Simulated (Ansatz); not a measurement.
Cost and result up the ladder for SiHMe3 (C₃H₁₀Si) (14 atoms). Charge 0, multiplicity 1. Geometry: PBE-D4/def2-SVP.

```tsv
atom	x (Å)	y (Å)	z (Å)
Si1	-0.292	0.400	-0.028
H2	-1.184	1.618	-0.114
C3	1.462	0.893	-0.545
H4	1.479	1.290	-1.581
H5	2.145	0.019	-0.504
H6	1.872	1.677	0.125
C7	-0.969	-0.931	-1.194
H8	-2.002	-1.222	-0.915
H9	-0.337	-1.843	-1.159
H10	-0.990	-0.572	-2.244
C11	-0.296	-0.231	1.758
H12	-1.319	-0.517	2.081
H13	0.076	0.545	2.459
H14	0.355	-1.124	1.861
```

Ansatz on 4 threads of Arm Neoverse V2 on a shared host. Times are rough, and most runs start from the orbitals of an earlier one. ωB97M-V/def2-TZVP serves as the yardstick here, not as an exact answer. Differences are given only for rows in sets of like size (and for xTB, whose basis is part of the method), since another set adds its own error. Binding counts from free atoms at the same level (Si triplet, H doublet, C triplet; other spins of the atoms weren't run), without zero-point energy or a counterpoise term.

LC-ωPBE has ω = 0.4 bohr⁻¹. B3LYP takes the VWN-RPA correlation.

```json
{"level": "HF/6-31G", "functions": "60", "wall time": "0.25 s", "binding energy per atom (eV)": "2.78", "difference from ωB97M-V/def2-TZVP (eV)": "–"}
{"level": "B3LYP-D4/6-31G", "functions": "60", "wall time": "0.7 s", "binding energy per atom (eV)": "3.73", "difference from ωB97M-V/def2-TZVP (eV)": "–"}
{"level": "PBE-D4/def2-SVP", "functions": "110", "wall time": "0.8 s", "binding energy per atom (eV)": "3.86", "difference from ωB97M-V/def2-TZVP (eV)": "–"}
{"level": "PBE0-D4/def2-SVP", "functions": "110", "wall time": "1 s", "binding energy per atom (eV)": "3.84", "difference from ωB97M-V/def2-TZVP (eV)": "–"}
{"level": "revPBE-D4/def2-TZVP", "functions": "190", "wall time": "1.3 s", "binding energy per atom (eV)": "3.79", "difference from ωB97M-V/def2-TZVP (eV)": "-0.04"}
{"level": "LC-ωPBE/def2-TZVP", "functions": "190", "wall time": "1.6 s", "binding energy per atom (eV)": "3.81", "difference from ωB97M-V/def2-TZVP (eV)": "-0.02"}
{"level": "PBE-D4/def2-TZVPD", "functions": "244", "wall time": "2 s", "binding energy per atom (eV)": "3.85", "difference from ωB97M-V/def2-TZVP (eV)": "0.02"}
{"level": "B3LYP-D4/def2-TZVP", "functions": "190", "wall time": "2.2 s", "binding energy per atom (eV)": "3.83", "difference from ωB97M-V/def2-TZVP (eV)": "0.00"}
{"level": "CAM-B3LYP-D4/def2-TZVP", "functions": "190", "wall time": "2.4 s", "binding energy per atom (eV)": "3.84", "difference from ωB97M-V/def2-TZVP (eV)": "0.01"}
{"level": "PBE0-D4/def2-TZVPD", "functions": "244", "wall time": "2.6 s", "binding energy per atom (eV)": "3.83", "difference from ωB97M-V/def2-TZVP (eV)": "0.00"}
{"level": "PBE0-D4/def2-TZVP (with forces)", "functions": "190", "wall time": "2.7 s", "binding energy per atom (eV)": "3.83", "difference from ωB97M-V/def2-TZVP (eV)": "0.00"}
{"level": "r2SCANh-D4/def2-TZVP", "functions": "190", "wall time": "3 s", "binding energy per atom (eV)": "3.82", "difference from ωB97M-V/def2-TZVP (eV)": "-0.01"}
{"level": "r2SCAN-D4/def2-TZVPD", "functions": "244", "wall time": "4 s", "binding energy per atom (eV)": "3.83", "difference from ωB97M-V/def2-TZVP (eV)": "0.00"}
{"level": "ωB97M-V/def2-TZVP", "functions": "190", "wall time": "6 s", "binding energy per atom (eV)": "3.83", "difference from ωB97M-V/def2-TZVP (eV)": "0.00"}
```
